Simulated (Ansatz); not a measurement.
Ansatz (a first-principles code) input:

Ansatz 0.2 input:
```yaml
crystal:
  periodic: [false, false, false]
  atoms:
    - {symbol: Te, position_ang: [0.00267698, -0.00459772, 0.01067761]}
    - {symbol: F, position_ang: [1.13714382, 1.88859145, -0.03186380]}
    - {symbol: F, position_ang: [-1.13174809, -1.89771463, 0.05317561]}
basis:
  gaussian:
    orbitals: def2-TZVP
hamiltonian:
  xc: b3lyp
  dispersion: d3bj
total_charge: -1
magnetization: {spin_polarized: true, initial_magnetization: 1}
relax: {f_tol: 0.002, max_steps: 150}
```

Task: Which total energy does the run end on?

Result: -467.96650 Eh (B3LYP-D3(BJ)/def2-TZVP). The basis has 112 functions.
